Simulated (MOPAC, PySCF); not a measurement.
C₃H₆O, SMILES `C=CCO` (C–C–C–O torsion -6°, C–C–O–H torsion -58°), neutral singlet in the gas phase. 

Z-matrix (Å, degrees):
```
C
C 1 1.3260
H 2 1.0816 1 121.32
H 2 1.0827 3 117.14 1 -178.92
H 1 1.0869 2 119.81 3 -0.11
C 1 1.4994 5 114.77 2 -179.66
H 6 1.0940 1 109.59 5 -67.10
H 6 1.0995 7 106.33 1 -117.66
O 6 1.4160 7 105.76 8 -118.03
H 9 0.9641 6 108.24 7 -179.45
```
Charge 0, multiplicity 1.

All levels are single points at this geometry (B3LYP-D3(BJ)/def2-TZVP); Pople sets use spherical d functions. Orbital energies aren't observables, and empty levels follow the basis.

```json
[
 {"level": "TPSSh-D3(BJ)/def2-TZVP in PySCF", "HOMO (eV)": "-6.83", "LUMO (eV)": "-0.18", "gap (eV)": "6.65", "dipole (D)": "1.48", "vertical IE, Delta-SCF (eV)": "9.61"},
 {"level": "B3LYP/3-21G in PySCF", "HOMO (eV)": "-6.84", "LUMO (eV)": "0.66", "gap (eV)": "7.51", "dipole (D)": "1.65", "vertical IE, Delta-SCF (eV)": "–"},
 {"level": "B3LYP/6-31G* in PySCF", "HOMO (eV)": "-6.97", "LUMO (eV)": "0.60", "gap (eV)": "7.56", "dipole (D)": "1.54", "vertical IE, Delta-SCF (eV)": "9.56"},
 {"level": "M06-2X/6-31G* in PySCF", "HOMO (eV)": "-8.56", "LUMO (eV)": "1.74", "gap (eV)": "10.29", "dipole (D)": "1.62", "vertical IE, Delta-SCF (eV)": "–"},
 {"level": "HF/6-31G* in PySCF", "HOMO (eV)": "-9.91", "LUMO (eV)": "4.91", "gap (eV)": "14.83", "dipole (D)": "1.79", "vertical IE, Delta-SCF (eV)": "8.57"},
 {"level": "PM3 in MOPAC", "HOMO (eV)": "-10.30", "LUMO (eV)": "0.95", "gap (eV)": "11.25", "dipole (D)": "1.48", "vertical IE, Delta-SCF (eV)": "–"}
]
```
